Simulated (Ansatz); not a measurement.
Input for Ansatz (an electronic-structure program): R-PBE/def2-TZVPPD on N2 (SMILES N#N). Files ending in .json are basis or fitting sets from the Basis Set Exchange.

Ansatz 0.2 input:
```yaml
crystal:
  periodic: [false, false, false]
  atoms:
    - {symbol: N, position_ang: [0.10233743, -0.33449021, 0.15443636]}
    - {symbol: N, position_ang: [0.10422743, -0.33848157, -0.93595964]}
basis:
  gaussian:
    orbitals: def2-TZVPPD.json
hamiltonian:
  xc: {name: PBE}
scf: {lower_state_search: off}
```

Program output:

```
WARN ansatz: RAYON_NUM_THREADS=1 ignored (pool sized by the plan → 1); use --threads N
Functional definition: PBE
these checks for a lower state are left out or cut short: stability, starts, cluster_reference, orbital_swaps, neighbouring_geometries, increment
integrals: 0.01 GiB planned
358 factors; their error is unknown
mean field: 0.12 GiB planned
mean field evaluation 1: about -2976.4794 eV, gradient 3.1e1 eV
mean field evaluation 2: about -2976.6305 eV, gradient 2.9e1 eV
mean field evaluation 4: about -2978.3525 eV, gradient 6.1e-2 eV
mean field evaluation 8: about -2978.3485 eV, gradient 1.1e-3 eV
mean field -2978.34852269 eV, -109.4522894116 hartree, gradient 8.6e-7 eV, S^2 0.000000; 0 other end points of the search recorded, 0 dependent functions left out
reference -2978.34854487 eV, -109.4522902267 hartree; 7, 7 occupied and 67, 67 virtual orbitals, 358 factors
Total energy: -2978.34854487 eV, -109.4522902267 hartree
Checks for a lower state left out: stability, starts, cluster_reference, orbital_swaps, neighbouring_geometries, increment
```

The run converged.

Cost: around 0.16 core-seconds (rough).
